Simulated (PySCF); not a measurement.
**Correlation energy of Ga³⁺ (gallium, charge +3)**

Starting occupation: [Ar] 3d10. Computed with PySCF 2.14 in x2c-TZVPPall-2c with one added diffuse shell each of s, p, d type (7s8p5d1f, 63 functions), with X2C-1e with screened-nucleus spin-orbit coupling, Gaussian nucleus. Frozen: 1s2; 26 electrons correlated.

MP2 pair energies summed by pair of shells (mhartree):

```csv
pair,energy,share (%)
3d3/2-3d5/2,-58.62,18.0
3d5/2-3d5/2,-40.89,12.6
3d5/2-3p3/2,-36.46,11.2
3d3/2-3p3/2,-24.41,7.5
3d5/2-3p1/2,-18.30,5.6
3d3/2-3d3/2,-16.92,5.2
3d5/2-3s1/2,-14.55,4.5
3p1/2-3p3/2,-14.22,4.4
2p1/2-2p3/2,-13.64,4.2
3p3/2-3p3/2,-12.70,3.9
3d3/2-3p1/2,-11.70,3.6
2p3/2-2p3/2,-11.15,3.4
3p3/2-3s1/2,-9.76,3.0
3d3/2-3s1/2,-9.60,2.9
3p1/2-3s1/2,-4.89,1.5
2p3/2-3p3/2,-4.47,1.4
2p3/2-3p1/2,-2.99,0.9
2p1/2-3p3/2,-2.84,0.9
3p1/2-3p1/2,-2.80,0.9
2p1/2-2p1/2,-2.41,0.7
2p3/2-2s1/2,-2.15,0.7
3s1/2-3s1/2,-1.93,0.6
2s1/2-3p3/2,-1.20,0.4
2p1/2-2s1/2,-1.09,0.3
2p1/2-3p1/2,-0.85,0.3
2p3/2-3s1/2,-0.82,0.3
2p3/2-3d5/2,-0.77,0.2
2s1/2-3p1/2,-0.64,0.2
2s1/2-3d5/2,-0.47,0.1
2s1/2-2s1/2,-0.45,0.1
```

Total MP2 correlation energy: -325.66 mhartree.

```
level  correlation energy (mhartree)
 CCSD                        -297.42
```

Diagnostics: T1 = 0.0058, largest double amplitude 0.010.

Is a single reference adequate?

Yes: T1 lies below 0.03 and no double amplitude reaches 0.07.

This basis was not built for core-valence correlation, so the inner-shell part is incomplete.
